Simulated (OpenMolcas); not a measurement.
Consider [Cu2(μ-Cl)2(NH3)4]2+, a planar model complex in vacuum (2 bridging Cl, bridge angle 90°, metal-metal distance 3.26 Å, Cu–Cl 2.30 Å; typed geometry, not optimised).

```xyz
20

Cu    -1.6278     0.0000     0.0000
Cu     1.6278     0.0000     0.0000
Cl     0.0000     1.6278     0.0000
Cl     0.0000    -1.6278     0.0000
N     -3.0632     1.4354     0.0000
H     -3.3450     1.7172     0.9389
H     -2.7700     2.2922    -0.4695
H     -3.9200     1.1423    -0.4694
N     -3.0632    -1.4354     0.0000
H     -3.3450    -1.7172     0.9389
H     -3.9200    -1.1423    -0.4695
H     -2.7700    -2.2922    -0.4694
N      3.0632     1.4354     0.0000
H      3.3450     1.7172     0.9389
H      3.9200     1.1423    -0.4695
H      2.7700     2.2922    -0.4694
N      3.0632    -1.4354     0.0000
H      3.3450    -1.7172     0.9389
H      2.7700    -2.2922    -0.4695
H      3.9200    -1.1423    -0.4694
```

Q: Give the energies of the total-spin states at CASSCF(2,2) on the singly occupied d orbitals (ANO-RCC-VDZP on Cu, Cl, N and ANO-RCC-VDZ on H, scalar-relativistic DKH2, RICD, no spin-orbit coupling, OpenMolcas), and the exchange constant.

A: Local spins 1/2 and 1/2.

```
total S  E (cm⁻¹)  natural occupations, lowest and highest
-------  --------  ---------------------------------------
1             0.0                             1.000, 1.000
0            26.3                             0.995, 1.005
```

J = 13.2 cm⁻¹ (ferromagnetic).

J is defined by H = −2J S1·S2, so negative values are antiferromagnetic. Wave-function values come from the highest and lowest total spin; broken-symmetry values use Yamaguchi's formula with the computed ⟨S²⟩. The active space holds the singly occupied metal orbitals alone, without bridging-ligand orbitals. No row is a measured value.
